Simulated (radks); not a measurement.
Q: Hg II, configuration [Xe] 4f14 5d10 6s1. All-electron calculation, Dirac Kohn-Sham, BLYP, spin-unpolarised, spherical densities, finite nucleus; Fermi nuclear charge, rms radius 5.4648 fm. Program: a radial shooting solver on a logarithmic mesh with Libxc functionals. Some entries of the table are withheld. Estimate them.

| orbital | occ. | eigenvalue (eV) | <r^2> (bohr^2) | r(max) (bohr) |
|---|---|---|---|---|
| 1s1/2 | 2 | -83012.89 | 0.0003810 | 0.01022 |
| 2s1/2 | 2 | -14709.04 | 0.005741 | (1) |
| 2p1/2 | 2 | -14118.20 | (2) | 0.04361 |
| 2p3/2 | 4 | -12170.07 | (3) | 0.05110 |
| 3s1/2 | 2 | -3496.755 | 0.03725 | 0.1670 |
| 3p1/2 | 2 | -3229.453 | 0.03392 | (4) |
| 3p3/2 | 4 | -2797.973 | 0.04031 | (5) |
| 3d3/2 | 4 | -2353.446 | 0.03086 | 0.1330 |
| 3d5/2 | 6 | -2260.978 | 0.03259 | 0.1372 |
| 4s1/2 | 2 | -775.4605 | 0.1800 | 0.3762 |
| 4p1/2 | 2 | -660.6639 | (6) | 0.3741 |
| 4p3/2 | 4 | -556.4396 | (7) | 0.4052 |
| 4d3/2 | 4 | -368.3535 | 0.2264 | 0.3976 |
| 4d5/2 | 6 | -348.9235 | 0.2378 | 0.4071 |
| 5s1/2 | 2 | (8) | 0.9135 | 0.8284 |
| 4f5/2 | 6 | -106.8677 | (9) | 0.3642 |
| 4f7/2 | 8 | -102.6745 | (10) | 0.3687 |
| 5p1/2 | 2 | -88.8935 | 1.067 | 0.8729 |
| 5p3/2 | 4 | -70.5754 | 1.293 | 0.9522 |
| 5d3/2 | 4 | -19.8483 | 2.447 | 1.142 |
| 5d5/2 | 6 | -17.9753 | 2.672 | 1.179 |
| 6s1/2 | 1 | -14.7567 | 7.217 | 2.148 |

A: 
(1) 2s1/2 r(max) (bohr): 0.05937
(2) 2p1/2 <r^2> (bohr^2): 0.004053
(3) 2p3/2 <r^2> (bohr^2): 0.005239
(4) 3p1/2 r(max) (bohr): 0.1558
(5) 3p3/2 r(max) (bohr): 0.1710
(6) 4p1/2 <r^2> (bohr^2): 0.1833
(7) 4p3/2 <r^2> (bohr^2): 0.2155
(8) 5s1/2 eigenvalue (eV): -126.8187
(9) 4f5/2 <r^2> (bohr^2): 0.2774
(10) 4f7/2 <r^2> (bohr^2): 0.2853
